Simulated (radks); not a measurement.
Question: Species: the rhodium ion Rh2.5+. Configuration: [Kr] 4d5.5 5s1 (fractional occupations, a model configuration). All-electron calculation, scalar-relativistic Kohn-Sham, LDA (Slater exchange, Perdew-Wang correlation), spin-unpolarised, spherical densities, point nucleus. Program: a radial shooting solver on a logarithmic mesh with Libxc functionals. Some entries of the table are withheld. Estimate them.

| orbital | occ. | eigenvalue (hartree) | <1/r> (bohr^-1) | <r> (bohr) |
|---|---|---|---|---|
| 1s | 2 | -846.8243 | 47.00 | 0.03266 |
| 2s | 2 | -123.8904 | 10.64 | 0.1421 |
| 2p | 6 | -111.2382 | 10.31 | 0.1238 |
| 3s | 2 | -23.15370 | 3.705 | 0.3913 |
| 3p | 6 | -18.99466 | 3.531 | (1) |
| 3d | 10 | -12.32479 | 3.307 | 0.3705 |
| 4s | 2 | (2) | 1.420 | 0.9697 |
| 4p | 6 | -3.05699 | 1.278 | 1.060 |
| 4d | 5.5 | -1.34129 | 0.9738 | 1.364 |
| 5s | 1 | -0.98254 | 0.5247 | 2.470 |

Answer: 
(1) 3p <r> (bohr): 0.3910
(2) 4s eigenvalue (hartree): -4.25138
